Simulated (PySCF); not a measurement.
Al(OH)2 (AlH2O2), SMILES [OH][Al][OH], multiplicity 2.

Coordinates come from a PBE0-D3(BJ)/def2-TZVP optimisation. The multiplicity is an assumed one; other spin states were not compared. The isomer is the one that the SMILES or the coordinates give; other isomers of the formula were not compared. Other conformers were not sampled.

Method: PBE0-D3(BJ)/def2-TZVP run with PySCF.

Frequencies are harmonic and unscaled.

Computed harmonic wavenumbers and intensities:
| mode | ν (cm⁻¹) | IR (km/mol) | moving atoms (share of kinetic energy) |
|---|---|---|---|
| 1 | 199 | 0.0 | H 93 % |
| 2 | 225 | 27.1 | O 48 %, Al 29 %, H 23 % |
| 3 | 299 | 268.8 | H 71 %, O 22 % |
| 4 | 507 | 288.5 | H 88 %, O 12 % |
| 5 | 587 | 1.0 | H 55 %, O 45 % |
| 6 | 788 | 65.9 | O 49 %, Al 27 %, H 24 % |
| 7 | 896 | 132.6 | Al 48 %, O 46 % |
| 8 | 3933 | 11.1 | H 94 % |
| 9 | 3935 | 76.4 | H 94 % |
